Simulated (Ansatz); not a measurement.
System: C$_{4}$H$_{5}$SSi (charge 0, doublet). It need not be the lowest isomer of its formula. 
Coordinates optimised at B3LYP-D3(BJ)/def2-TZVP (Ansatz, a first-principles code):
SMILES: [SiH3]c1c[c]sc1
```xyz
11

Si    -2.3448    -0.2469    -0.1356
C     -0.4862    -0.1585    -0.0427
C      0.4031    -1.2924    -0.1577
C      1.6845    -0.8878    -0.0470
S      1.9181     0.7822     0.1896
C      0.2006     1.0132     0.1461
H     -2.8862     1.1221     0.0264
H     -2.8837    -1.1211     0.9332
H     -2.7803    -0.7993    -1.4403
H      0.0805    -2.3117    -0.3099
H     -0.2051     2.0060     0.2630
```
Charge 0, spin multiplicity 2.

Basis-set convergence of Hartree-Fock and MP2 correlation energies (hartree) with Ansatz. Valence correlation only, unless marked. UHF or UKS for open shells. Spin-orbit coupling is left out. No relativistic terms.

The UHF reference is spin-contaminated (<S^2> 0.36 over the pure value in the largest basis). 

```json
[
 {"basis": "cc-pV(D+d)Z", "functions": "127", "E(HF)": "-840.77959", "E(corr, MP2)": "-0.70523"},
 {"basis": "cc-pV(T+d)Z", "functions": "268", "E(HF)": "-840.84477", "E(corr, MP2)": "-0.87080"},
 {"basis": "cc-pV(Q+d)Z", "functions": "498", "E(HF)": "-840.86147", "E(corr, MP2)": "-0.93230"}
]
```

Extrapolating the two largest sets (X = 3 and 4) as X^-3: E(corr) = (64·(-0.93230) - 27·(-0.87080))/37 = -0.9772 Eh, an estimate of the basis-set limit. The largest set recovers 95.4 % of it, the smallest 72.2 %.
